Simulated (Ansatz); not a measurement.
C2H5O2 (SMILES COC=[OH+]), charge +1, singlet, geometry from GFN2-xTB; CCSD(T)/STO-3G in Ansatz (a quantum-chemistry and plane-wave program).

Ansatz was given this input:
Ansatz 0.2 input:
```yaml
crystal:
  periodic: [false, false, false]
  atoms:
    - {symbol: C, position_ang: [-1.47911306, 0.20201824, -0.17959624]}
    - {symbol: O, position_ang: [-0.33835513, -0.62648637, -0.47029081]}
    - {symbol: C, position_ang: [0.81984470, -0.37706961, -0.06959347]}
    - {symbol: O, position_ang: [1.22790171, 0.58980123, 0.63241273]}
    - {symbol: H, position_ang: [-1.35167712, 1.20325766, -0.59699882]}
    - {symbol: H, position_ang: [-2.32544637, -0.28288392, -0.66549758]}
    - {symbol: H, position_ang: [-1.66304854, 0.25071784, 0.89592283]}
    - {symbol: H, position_ang: [1.59060464, -1.09833454, -0.36903380]}
    - {symbol: H, position_ang: [0.58880493, 1.27103228, 0.93377029]}
basis:
  gaussian:
    orbitals: STO-3G
total_charge: 1
magnetization: {spin_polarized: false}
correlation: {method: ccsd_t, electrons: outside_noble_gas}
accuracy: high
```

Output, abridged:

```
Functional definition: HF
502 factors; integrals over basis functions are off by at most 6.6e-9 eV
mean field evaluation 1: about -6124.7954 eV, gradient 2.8e1 eV
mean field evaluation 2: about -6124.9924 eV, gradient 2.8e1 eV
mean field evaluation 4: about -6127.3224 eV, gradient 1.4e0 eV
mean field evaluation 8: about -6127.3293 eV, gradient 3.7e-2 eV
mean field evaluation 16: about -6126.8579 eV, gradient 1.0e1 eV
mean field -6127.32925434 eV, -225.1751968442 hartree, gradient 1.7e-8 eV, S^2 0.000000; 0 other end points of the search recorded, 0 dependent functions left out
4 core orbitals not correlated
reference -6127.32925434 eV, -225.1751968442 hartree; 12, 12 occupied and 9, 9 virtual orbitals, 502 factors
second order -5.59705857 eV of doubles, -0.00000000 eV of singles
cycle   1  -6.17287791 eV  change   -5.8e-1 eV  update   1.1e-1
cycle   2  -6.59783831 eV  change   -4.2e-1 eV  update   3.2e-2
cycle   3  -6.70988911 eV  change   -1.1e-1 eV  update   1.5e-2
cycle   4  -6.71268465 eV  change   -2.8e-3 eV  update   2.9e-3
cycle   5  -6.71062970 eV  change    2.1e-3 eV  update   7.0e-4
cycle   6  -6.71022198 eV  change    4.1e-4 eV  update   2.1e-4
cycle   7  -6.71017090 eV  change    5.1e-5 eV  update   6.3e-5
cycle   8  -6.71017296 eV  change   -2.1e-6 eV  update   2.6e-5
cycle   9  -6.71018214 eV  change   -9.2e-6 eV  update   9.0e-6
cycle  10  -6.71017997 eV  change    2.2e-6 eV  update   3.2e-6
cycle  11  -6.71017990 eV  change    6.9e-8 eV  update   1.1e-6
cycle  12  -6.71017995 eV  change   -5.0e-8 eV  update   3.5e-7
cycle  13  -6.71018059 eV  change   -6.4e-7 eV  update   1.0e-7
cycle  14  -6.71018065 eV  change   -6.3e-8 eV  update   3.9e-8
cycle  15  -6.71018068 eV  change   -2.9e-8 eV  update   2.3e-8
cycle  16  -6.71018059 eV  change    9.3e-8 eV  update   1.2e-7
cycle  17  -6.71018051 eV  change    8.0e-8 eV  update   3.9e-8
cycle  18  -6.71018051 eV  change   -2.1e-9 eV  update   1.1e-8
cycle  19  -6.71018051 eV  change    1.6e-9 eV  update   3.7e-9
cycle  20  -6.71018051 eV  change   -1.1e-9 eV  update   1.4e-9
perturbative correction -0.24524270 eV, -0.0090125029 hartree
Total energy: -6134.28467755 eV, -225.4308039326 hartree
```
